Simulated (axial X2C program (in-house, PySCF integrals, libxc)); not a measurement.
## Working with the constants of BeI

A bond curve at the PBE0 level, with spin–orbit coupling, was computed with an in-house all-electron X2C program for linear molecules (integrals from PySCF) (basis I dyall-cv3z [11s12p8d4f1g], Be dyall-cv3z [8s8p3d1f] (cores contracted in-house)) for the state Ω = 1/2 (⟨Sz⟩ = 0.50, ⟨Lz⟩ = 0.00 at PBE0). Its fit gives Re = 2.1833 Å, ωe = 607.3 cm⁻¹, ωexe = 3.16 cm⁻¹ and αe = 3.283e-03 cm⁻¹; the masses are 126.9045 and 9.0122 u. Two-component means X2C with spin–orbit coupling and atomic mean-field Coulomb and Gaunt terms.

Problem. Find the reduced mass, Be and the force constant.

Solution. From the PBE0 values: μ = 8.4146 u. Be = 16.8576/(μ Re²) = 0.4203 cm⁻¹. k = 5.8918×10⁻⁷ μ ωe² = 1.83 mdyn/Å.

Problem. Estimate De from a Morse curve and compare with the computed well depth of 2.652 eV to I + Be.

Solution. De(Morse) = ωe²/(4ωexe) = 3.618 eV against 2.652 eV computed, a ratio of 1.36. The extrapolation overshoots: the well softens faster than a Morse curve, or the lowest atomic limit lies below the one to which the curve heads.

Problem. Estimate the centrifugal constant by the Kratzer relation.

Solution. D = 4Be³/ωe² = 8.05e-07 cm⁻¹.

Problem. A Morse curve ties αe to the other constants (Pekeris). How well does that hold?

Solution. αe(Morse) = 6Be²/ωe × (√(ωexe/Be) − 1) = 3.040e-03 cm⁻¹; the PBE0 curve gives 3.283e-03 cm⁻¹, a ratio of 0.93.

Problem. Where do the fundamental and the first overtone lie?

Solution. ν(1←0) = ωe − 2ωexe = 601.0 cm⁻¹; ν(2←0) = 2ωe − 6ωexe = 1195.6 cm⁻¹.

One determinant describes the state; a PBE0 search over occupations chose it and may have missed a lower one. De is counted from the lowest determinant-based energies of the atoms at the same level, without counterpoise correction. Density functionals use the spin component along the axis (collinear). The functionals have no current-density term, which raises determinants with orbital currents, atoms included.
